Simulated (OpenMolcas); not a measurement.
## Multiplet structure of O III

```
Program             : OpenMolcas 26.06
Method              : RASSCF
Basis               : ANO-RCC-VTZP [4s3p2d1f]
Scalar Hamiltonian  : DKH2, point nucleus
Active space        : 4 electrons in 9 orbitals (RAS2 2s 2p; RAS3 3d, at most 2 electrons)
State averaging     : 2S+1 = 3 even, 6 roots; 2S+1 = 1 even, 11 roots; 2S+1 = 5 odd, 1 root; 2S+1 = 3 odd, 9 roots; 2S+1 = 1 odd, 8 roots
Spin-orbit coupling : state interaction with AMFI integrals over the reference wave functions, term energies averaged over their components
```

With spin-orbit coupling, above the lowest level:

```csv
Configuration,Term,J,E (cm⁻¹),Measured (cm⁻¹),Term weight %
2s² 2p²,³P,0,0.0,0.0,100
2s² 2p²,³P,1,105,113,100
2s² 2p²,³P,2,311,,100
2s² 2p²,¹D,2,22214,20273,100
2s² 2p²,¹S,0,46446,43186,100
2s 2p³,⁵S°,2,56889,60325,100
2s 2p³,³D°,1,121761,,100
2s 2p³,³D°,2,121761,,100
2s 2p³,³D°,3,121763,,100
2s 2p³,³P°,0,146495,,100
2s 2p³,³P°,1,146496,,100
2s 2p³,³P°,2,146497,,100
2s 2p³,¹D°,2,192393,187054,100
2s 2p³,³S°,1,202287,197088,100
2s 2p³,¹P°,1,219195,210462,100
```

Against the 7 measured excited levels shown (Moore, Selected Tables of Atomic Spectra, NSRDS-NBS 3, section 11) the mean absolute deviation is 4000 cm-1; the largest miss in energy is 2s 2p³ ¹P°₁: computed 219195, measured 210462 cm⁻¹ (+4.1 %), and the largest in proportion 2s² 2p² ¹D₂ (+9.6 %).

Spin-orbit coupling puts the lowest level 209 cm⁻¹ below the lowest spin-free term.

For ³P the intervals divided by the larger J are 105.3, 102.9 cm-1. Landé's interval rule makes them equal in pure LS coupling; they differ by 2 % of their mean. The multiplet is regular.

Active for correlation alone: 3d; no level in the range computed is led by a configuration that fills it, so any true level of that kind is missing. Computed and measured levels are paired by configuration, term and J; levels that our copy of the source lacks, or whose pairing is in doubt (as where it misses far off the trend of its configuration), stay unpaired and out of the deviations. Levels of configurations outside the active space are missing. The first state left out of the spin-orbit step lies near 360000 cm-1 above the lowest spin-free state of the reference (among the parities and spins computed), and the list stops at four fifths of that energy or lower.

The term weight is that of the spin-free term in the level, not the purity of its configuration. ° marks odd parity.
